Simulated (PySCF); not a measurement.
This PySCF input asks for the NMR shieldings of SMILES BCCBc1cccs1, C$_{6}$H$_{10}$B$_{2}$S; the geometry comes from GFN2-xTB.

```python
import basis_set_exchange as bse
import numpy as np
from pyscf import gto, dft
from pyscf.prop import nmr

atoms = """
B    -3.216417    0.328062    0.427705
C    -2.582367    0.161749   -0.995463
C    -1.105492   -0.263034   -1.042020
B    -0.100254    0.785085   -0.422542
C     1.284407    0.354314    0.060031
C     1.874303   -0.890343    0.079708
C     3.177775   -0.910741    0.598725
C     3.597855    0.327590    0.985060
S     2.408258    1.524648    0.716884
H    -2.622868    0.044044    1.394904
H    -4.314656    0.722331    0.519255
H    -2.701927    1.094908   -1.555139
H    -3.187504   -0.565916   -1.551359
H    -1.010572   -1.245959   -0.575703
H    -0.813315   -0.409431   -2.089867
H    -0.389841    1.920158   -0.361912
H     1.370581   -1.770765   -0.278764
H     3.779943   -1.798097    0.684713
H     4.542286    0.600649    1.413487
"""
names = dict.fromkeys(["B", "C", "S", "H"], "pcSseg-1")
basis = {el: gto.basis.parse(bse.get_basis(n, elements=[el], fmt="nwchem")) for el, n in names.items()}
mol = gto.M(atom=atoms, basis=basis, charge=0, verbose=0)
mf = dft.RKS(mol, xc="PBE0")
mf.grids.level = 2
mf.grids.alignment = dft.numint.BLKSIZE   # the property module wants whole blocks of grid points
mf.conv_tol = 1e-9
mf.kernel()

calc = nmr.RKS(mf)   # GIAO
C = mf.mo_coeff
Co = C[:, mf.mo_occ > 0]
resp = mf.gen_response(singlet=True, hermi=2)
def vind(x):   # induced exchange potential for any number of trial vectors
    d = np.einsum("pi,xij,qj->xpq", C, 2 * x.reshape(-1, C.shape[1], Co.shape[1]), Co, optimize=True)
    return np.einsum("xpq,pi,qj->xij", resp(d - d.transpose(0, 2, 1)), C, Co, optimize=True).ravel()
mo1, _ = nmr.rhf.solve_mo1(calc, with_cphf=vind)
sigma = calc.kernel(mo1)
for i, s in enumerate(sigma):   # ppm
    w = np.linalg.eigvalsh((s + s.T) / 2)
    print("%2d %-2s iso %8.1f  s11 %8.1f  s22 %8.1f  s33 %8.1f" % (i, mol.atom_pure_symbol(i), w.mean(), *w))
```

Task: What are the results?

Result: 
```
 0 B  iso      5.4  s11    -76.3  s22    -31.3  s33    123.8
 1 C  iso    151.6  s11    117.1  s22    154.2  s33    183.6
 2 C  iso    159.7  s11    138.4  s22    161.4  s33    179.2
 3 B  iso     32.4  s11    -30.0  s22     14.1  s33    113.1
 4 C  iso     29.1  s11    -47.8  s22     -2.8  s33    137.8
 5 C  iso     41.9  s11    -41.7  s22     15.7  s33    151.7
 6 C  iso     54.1  s11    -27.5  s22     40.5  s33    149.5
 7 C  iso     36.3  s11    -64.3  s22     28.3  s33    144.8
 8 S  iso    219.5  s11     70.9  s22    204.8  s33    383.0
 9 H  iso     23.8  s11     14.2  s22     27.7  s33     29.4
10 H  iso     23.5  s11     15.9  s22     26.5  s33     28.0
11 H  iso     29.2  s11     24.4  s22     28.9  s33     34.5
12 H  iso     29.7  s11     23.4  s22     29.6  s33     36.1
13 H  iso     29.2  s11     24.0  s22     29.8  s33     33.7
14 H  iso     30.0  s11     24.1  s22     31.2  s33     34.8
15 H  iso     24.9  s11     19.8  s22     24.9  s33     30.0
16 H  iso     23.5  s11     20.0  s22     23.5  s33     27.0
17 H  iso     24.2  s11     21.0  s22     24.8  s33     26.8
18 H  iso     23.7  s11     21.3  s22     23.2  s33     26.7
```

These numbers come from an equivalent density-fitted implementation of the same equations, which agrees with the script to about 0.01 ppm for H and up to a few tenths of a ppm for heavy atoms, so last digits may differ.

Size and cost of the density-fitted run: 210 basis functions, 38 s wall time on 1 thread of an Arm Neoverse V2, shared host; peak memory 0.94 GiB.
